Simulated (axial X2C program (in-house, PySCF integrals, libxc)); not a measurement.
# RhAs: properties at the nuclei

Computed with an in-house all-electron X2C program for linear molecules (integrals from PySCF): two-component X2C with atomic mean-field Coulomb and Gaunt terms, Gaussian nuclei, basis Rh dyall-cv3z, As dyall-cv3z with contracted cores.

R = 2.270 Å (near the PBE0 minimum at charge 0 of the determinant lowest at the starting distance; the state shown can have its own minimum elsewhere).

Determinant lowest in the PBE0 search, Ω = 4 (⟨Sz⟩ = 2.00, ⟨Lz⟩ = 2.00 at PBE0), spin on the atoms Rh 1.01, As 0.99:

```json
{"level": "PBE0", "Eeff magnitude (GV/cm)": "3.37", "Ws magnitude Rh (kHz)": "0.306", "Ws magnitude As (kHz)": "0.0409", "A∥/gI Rh (MHz)": "676", "qzz Rh (a.u.)": "-0.94", "A∥/gI As (MHz)": "-90.4", "qzz As (a.u.)": "-1.01", "μ (D)": "-2.75"}
{"level": "HF", "Eeff magnitude (GV/cm)": "1.9", "Ws magnitude Rh (kHz)": "0.119", "Ws magnitude As (kHz)": "0.0399", "A∥/gI Rh (MHz)": "406", "qzz Rh (a.u.)": "-0.94", "A∥/gI As (MHz)": "-102", "qzz As (a.u.)": "-3.45", "μ (D)": "-4.57"}
{"level": "BHandHLYP", "Eeff magnitude (GV/cm)": "2.68", "Ws magnitude Rh (kHz)": "0.226", "Ws magnitude As (kHz)": "0.0298", "A∥/gI Rh (MHz)": "573", "qzz Rh (a.u.)": "-0.80", "A∥/gI As (MHz)": "-77.8", "qzz As (a.u.)": "-1.88", "μ (D)": "-3.20"}
{"level": "PBE", "Eeff magnitude (GV/cm)": "3.2", "Ws magnitude Rh (kHz)": "0.265", "Ws magnitude As (kHz)": "0.0614", "A∥/gI Rh (MHz)": "773", "qzz Rh (a.u.)": "-0.91", "A∥/gI As (MHz)": "-78.7", "qzz As (a.u.)": "-0.20", "μ (D)": "-2.31"}
{"level": "PBE50", "Eeff magnitude (GV/cm)": "2.98", "Ws magnitude Rh (kHz)": "0.278", "Ws magnitude As (kHz)": "0.0183", "A∥/gI Rh (MHz)": "566", "qzz Rh (a.u.)": "-0.91", "A∥/gI As (MHz)": "-94.9", "qzz As (a.u.)": "-2.02", "μ (D)": "-3.40"}
```

Eeff is the effective electric field on the electron electric dipole moment in this Ω state and Ws the scalar–pseudoscalar constant of the nucleus named (defined with the proton number Z and per Ω); A∥ (defined per Ω) follows by multiplying with gI = μI/(I μN); qzz is the electric field gradient, eQq0 = 234.96 MHz × Q/barn × qzz; μ is positive if the As end (last atom) is positive. The operators were transformed with the bare-nucleus X2C matrices; with these basis sets, hyperfine constants and field gradients can be off by tens of per cent, and where levels differ in sign neither size nor sign is settled.

Task: With gI(103Rh) = -0.1768, gI(75As) = 0.9597 (g factors from the IAEA table of nuclear moments by Stone), turn the PBE0 values of the first state into constants in MHz.

Result: A∥(103Rh) = 676 × -0.1768 = -120 MHz; A∥(75As) = -90.4 × 0.9597 = -86.8 MHz.

Each state is one determinant with collinear spin, which with several unpaired electrons need not be a pure state. Unrestricted Hartree–Fock can overshoot spin polarisation at the nuclei. With several open shells hyperfine constants can be off by a factor of several. Open-shell Ω = 0 determinants with evenly filled partner blocks cannot be reached by this program, so the Ω shown need not be the lowest component. At PBE a later determinant lies lower. States lie within half an eV, so the first need not be the ground state. Further determinants of the search, some of them spin-mixed, are not shown. Where a field gradient or hyperfine factor spreads by more than a factor of two over the levels, a constant derived from it is not to be relied on.
